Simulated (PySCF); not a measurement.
Input and output of a TDDFT job on `B1\C=C/C=C\C=C/S1`.

The calculation used TDDFT CAM-B3LYP/def2-SVPD, vertical, gas phase, core orbitals frozen in the response in PySCF.

Input of the driver that calls PySCF (job settings, then Cartesian coordinates in Å):

```
{"job": {"kind": "uv", "xc": "CAM-B3LYP", "basis": "def2-SVPD", "nstates": 8, "ntriplets": 3}, "charge": 0, "multiplicity": 1}
B      1.2978     1.4085    -0.5196
C      1.6109     0.2578     0.4733
C      1.1265    -0.9837     0.4474
C      0.1221    -1.4789    -0.4995
C     -1.1272    -1.0368    -0.5671
C     -1.6908    -0.0087     0.3150
C     -1.3994     1.2813     0.3190
S     -0.2899     2.1065    -0.8093
H      2.1664     1.9253    -1.1133
H      2.3914     0.4625     1.2012
H      1.5160    -1.7421     1.1203
H      0.4412    -2.3018    -1.1292
H     -1.8343    -1.4899    -1.2520
H     -2.4421    -0.3685     1.0110
H     -1.8932     1.9763     0.9808
```

The self-consistent field part of the output:

```
coarse grid: 13568 points
cycle   1  E = -655.2788664945  dE =  1.399e+00  |g| = 3.064e-01  |ddm| = 6.543e+00
cycle   2  E = -655.3000858492  dE = -2.122e-02  |g| = 2.157e-01  |ddm| = 1.184e+00
cycle   3  E = -655.3113991425  dE = -1.131e-02  |g| = 5.700e-02  |ddm| = 5.575e-01
cycle   4  E = -655.3121609691  dE = -7.618e-04  |g| = 2.781e-02  |ddm| = 1.815e-01
cycle   5  E = -655.3123641852  dE = -2.032e-04  |g| = 5.572e-03  |ddm| = 6.533e-02
cycle   6  E = -655.3123731058  dE = -8.921e-06  |g| = 1.810e-03  |ddm| = 2.012e-02
final grid: 127808 points
cycle   7  E = -655.4036716600  dE = -3.275e-05  |g| = 3.828e-03  |ddm| = 1.029e-01
cycle   8  E = -655.4036712283  dE =  4.317e-07  |g| = 4.204e-03  |ddm| = 1.921e-02
cycle   9  E = -655.4036757972  dE = -4.569e-06  |g| = 4.935e-04  |ddm| = 9.521e-03
cycle  10  E = -655.4036758529  dE = -5.572e-08  |g| = 2.111e-04  |ddm| = 1.278e-03
cycle  11  E = -655.4036758661  dE = -1.312e-08  |g| = 4.644e-05  |ddm| = 7.486e-04
cycle  12  E = -655.4036758669  dE = -7.958e-10  |g| = 1.499e-05  |ddm| = 2.153e-04
converged SCF energy = -655.4036758669
```

Q: What follows in the output?

A: 
```
Static polarisability (au): isotropic 98.539, principal 76.081 106.562 112.975

Singlet excitations
state   eV       nm        f      main configurations
  1   4.7750    259.7   0.00912   H->L 0.95
  2   5.6168    220.7   0.02956   H->L+1 0.72, H-1->L 0.14
  3   5.7967    213.9   0.06081   H-1->L 0.74, H->L+1 0.12
  4   5.9007    210.1   0.06397   H-2->L 0.50, H-3->L 0.21, H-4->L 0.10
  5   6.1750    200.8   0.05653   H-3->L 0.35, H->L+2 0.30, H-2->L 0.12
  6   6.2611    198.0   0.00702   H-1->L+1 0.58, H->L+2 0.14
  7   6.4208    193.1   0.07965   H->L+2 0.25, H-3->L 0.18, H-1->L+1 0.17
  8   6.4954    190.9   0.01979   H-4->L 0.56, H-1->L+2 0.12

Triplet excitations (Tamm-Dancoff, eV): 3.6700 4.0643 4.3460
```

The SCF starts on a coarse grid; the energy jumps when the final grid takes over, and dE counts afresh there. The run used 223 basis functions and 12 SCF iterations for the ground state.

Time: 2.4 min wall, 2.1 min CPU (with the writing of density and orbital grids); peak memory 1.1 GiB. Hardware: one thread of an Intel Xeon at 2.50 GHz, on a shared host.

Q: What transition dipole does the oscillator strength of state 7, the strongest, imply?

A: From f = (2/3)·ΔE·|μ|² in atomic units, ΔE = 0.2360 Eh and f = 0.0796 give |μ| = 0.71 au (1.81 D).

Geometry: GFN2-xTB, one conformer, isolated molecule.
